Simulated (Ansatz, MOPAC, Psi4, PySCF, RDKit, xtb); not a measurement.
Dimer: N2 (SMILES N#N) (first 2 atoms) with C2H6O (SMILES CCO); geometry from B3LYP-D3(BJ)/def2-TZVP, rigid monomers moved along the line of their centres of mass till N2···H11 is 2.77 Å.
(charge 0, multiplicity 1):
```xyz
11

N      1.14415     0.98750    -0.19306
N      0.77129     0.24647     0.51469
C     -1.47668     0.40277     4.05704
C     -0.02177     0.04003     4.30571
O      0.32942    -1.23115     3.77071
H     -1.72194     1.36009     4.52346
H     -2.13674    -0.36286     4.46742
H     -1.68090     0.49065     2.98674
H      0.63752     0.82199     3.90698
H      0.17377    -0.03160     5.37666
H      0.22856    -1.19222     2.81353
```

| level | interaction energy (meV) | cost |
|---|---|---|
| MMFF94 | -18.4 | - |
| UFF | -18.2 | - |
| GFN-FF | -35.4 | - |
| AM1 | -6.6 | - |
| PM3 | 1.9 | - |
| PM6 | -35.6 | - |
| PM7 | -97.5 | - |
| GFN1-xTB | -39.6 | - |
| GFN2-xTB | -45.2 | - |
| HF/STO-3G (no counterpoise) | -28.0 | - |
| HF/3-21G (no counterpoise) | -68.4 | - |
| HF/6-31G* | -15.3 | - |
| HF/6-31G* (no counterpoise) | -29.8 | - |
| HF/aug-cc-pVDZ | -9.3 | - |
| PBE/def2-TZVPPD | -34.5 | ×1 |
| PBE-D3(BJ)/def2-TZVPPD | -59.4 | ×1 |
| PBE-D4/def2-TZVPPD | -50.7 | ×1 |
| BP86/6-31G* (no counterpoise) | -26.2 | - |
| r2SCAN/def2-TZVPPD | -33.3 | ×2 |
| r2SCAN-D3(BJ)/def2-TZVPPD | -46.1 | ×2 |
| r2SCAN-D4/def2-TZVPPD | -42.8 | ×2 |
| B3LYP/3-21G (no counterpoise) | -89.7 | - |
| B3LYP/6-31G* | -20.4 | - |
| B3LYP/6-31G* (no counterpoise) | -45.0 | - |
| B3LYP/6-311+G** (no counterpoise) | -21.9 | - |
| B3LYP/def2-TZVPPD | -14.1 | ×2 |
| B3LYP-D3(BJ)/def2-TZVPPD | -50.1 | ×2 |
| B3LYP-D4/def2-TZVPPD | -35.3 | ×2 |
| PBE0/def2-TZVPPD | -29.7 | ×2 |
| PBE0-D3(BJ)/def2-TZVPPD | -54.2 | ×2 |
| PBE0-D4/def2-TZVPPD | -46.3 | ×2 |
| wB97X-V/def2-TZVPPD | -50.4 | ×3 |
| wB97M-V/def2-TZVPPD | -46.9 | ×4 |
| MP2/6-31G* | -42.6 | - |
| MP2/6-31G* (no counterpoise) | -71.4 | - |
| MP2/aug-cc-pVDZ | -49.4 | - |
| SCS-MP2/aug-cc-pVDZ | -40.7 | - |
| CCSD/aug-cc-pVDZ | -41.0 | - |
| CCSD(T)/aug-cc-pVDZ | -46.6 | ×20 |
| SAPT0/jun-cc-pV(D+d)Z | -42.2 | - |

The rows run from -97.5 (PM7) to 1.9 meV (PM3). In aug-cc-pVDZ the value moves HF -9.3, MP2 -49.4, CCSD -41.0, CCSD(T) -46.6, a shift of -37.2 from HF to CCSD(T). The dispersion term adds -24.9 in PBE-D3(BJ), -16.2 in PBE-D4, -12.8 in r2SCAN-D3(BJ). The 6 functionals in def2-TZVPPD without D3 or D4 span 36.3, from wB97X-V to B3LYP.

Counterpoise-corrected where a basis set is named; no monomer relaxation. Rows marked so take none. RDKit's UFF carries no charges.

Frozen-core correlation. Rows in 3-21G, 6-311+G**, 6-31G*, STO-3G carry no dispersion term and start afresh at each structure (6-31G* with six Cartesian d functions). MP2/6-31G* freezes PySCF's default core. The state that AM1, PM3, PM6, PM7 reach isn't checked; PM7 holds dispersion and hydrogen-bond terms.

Codes used: Ansatz (Gaussian orbitals); MOPAC for AM1, PM3, PM6, PM7 (differences of heats of formation); Psi4 for SAPT; PySCF for 3-21G rows, 6-311+G** rows, 6-31G* rows, STO-3G rows, the dispersion terms; RDKit for the force fields; xtb for the GFN methods. Each number belongs to the level named beside it.

Costs are rough ratios of core time to PBE/def2-TZVPPD (about 8 s over the structures, on one shared machine); a dash marks a level with no comparable run of its own.

Ansatz is a program for electronic structure.
